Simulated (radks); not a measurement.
Values are calculated unless marked as measured or tabulated.
Mo, 42 electrons, occupied as [Kr] 4d5 5s1. Level of theory: scalar-relativistic Kohn-Sham, LDA (Slater exchange, Perdew-Wang correlation), spin-polarised, spherical densities, finite nucleus; open shells are filled with parallel spins first (spin-orbit coupling, left out, can overturn this in heavy ions); Fermi nuclear charge, rms radius 4.4091 fm; hard spherical wall at 7 bohr (a radial shooting solver on a logarithmic mesh with Libxc functionals).

Unscreened Slater integrals over Kohn-Sham orbitals (hartree). They are taken over the spin-up orbitals.

F0(4d,4d): 0.46817
F2(4d,4d): 0.22497
F4(4d,4d): 0.14380
F0(4d,5s): 0.32641
G2(4d,5s): 0.081489
F0(4d,4p): 0.56028
F2(4d,4p): 0.25672
G1(4d,4p): 0.31144
G3(4d,4p): 0.18746
F0(4d,4s): 0.57817
G2(4d,4s): 0.21553
F0(5s,5s): 0.27902
F0(5s,4p): 0.34867
G1(5s,4p): 0.022790
F0(5s,4s): 0.35221
G0(5s,4s): 0.014254
F0(4p,4p): 0.72576
F2(4p,4p): 0.37944
F0(4p,4s): 0.76449
G1(4p,4s): 0.51578
F0(4s,4s): 0.81078

Derived for the open shells (J is the average intra-shell exchange parameter used in DFT+U). 4d: Racah B = F2/49 - 5 F4/441 = 0.002961 hartree, C = 35 F4/441 = 0.01141 hartree, C/B = 3.85, F4/F2 = 0.639, J = (F2 + F4)/14 = 0.02634 hartree.
